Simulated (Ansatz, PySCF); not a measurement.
Molecule: Al₂ (charge 0, triplet). 
Coordinates optimised at B3LYP-D3(BJ)/def2-TZVP (Ansatz, a program for electronic structure):
```xyz
2

Al     0.0000     0.0000    -1.3777
Al     0.0000     0.0000     1.3777
```
Charge 0, spin multiplicity 3.

Total electronic energies in hartree. Cores are frozen in the correlated levels unless marked. Open shells are spin-unrestricted. Spin-orbit coupling is left out. No relativistic terms. CBS(X,Y): correlation extrapolated as X^-3; Hartree-Fock from the larger set (for Q and 5 zeta extrapolated as (X+1)exp(-9√X)). The bracket is a focal-point correction in the basis named.

| level | program | energy (Eh) |
|---|---|---|
| HF/6-31G | Ansatz | -483.73084 |
| HF/aug-cc-pV(Q+d)Z | Ansatz | -483.79061 |
| RI-HF/def2-QZVPP | Ansatz | -483.79096 |
| PBE-D3(BJ)/def2-TZVPD | Ansatz + dftd3 | -484.51784 |
| BP86/def2-TZVPD | PySCF | -484.82620 |
| M06-L-D4/def2-TZVPD | PySCF + dftd4 | ? |
| r2SCAN-D3(BJ)/def2-TZVPD | Ansatz + dftd3 | -484.72163 |
| B3LYP-D4/def2-TZVPD | Ansatz + dftd4 | -484.82937 |
| PBE0-D3(BJ)/def2-TZVP | Ansatz + dftd3 | -484.55670 |
| r2SCANh/def2-TZVPD | Ansatz | -484.71746 |
| PW6B95/def2-TZVPD | PySCF | -485.24221 |
| CAM-B3LYP-D3(BJ)/def2-TZVPD | Ansatz + dftd3 | -484.78496 |
| CAM-B3LYP-D4/def2-TZVPD | Ansatz + dftd4 | -484.78458 |
| B2PLYP/def2-TZVPD | Ansatz | -484.54538 |
| MP2/def2-TZVPP | Ansatz | -483.86909 |
| MP2/CBS(cc-pV(T+d)Z,cc-pV(Q+d)Z) | Ansatz | -483.8910 |
| SCS-MP2/def2-SVP | Ansatz | -483.68479 |
| CCSD/cc-pV(5+d)Z | Ansatz | -483.91423 |
| CCSD/CBS(cc-pV(T+d)Z,cc-pV(Q+d)Z) | Ansatz | -483.9145 |
| CCSD(T)/6-31G | Ansatz | -483.80272 |
| CCSD(T)/cc-pV(Q+d)Z | Ansatz | -483.91929 |
| RI-MP2/CBS(aug-cc-pV(T+d)Z,aug-cc-pV(Q+d)Z)+[CCSD(T)-MP2]/aug-cc-pV(T+d)Z | Ansatz | -483.9253 |
| CCSD(T)/CBS(cc-pV(Q+d)Z,cc-pV(5+d)Z) | Ansatz | -483.9230 |

Problem. Fill in the missing entries.

Solution. 
- M06-L-D4/def2-TZVPD, energy (Eh): -484.75140
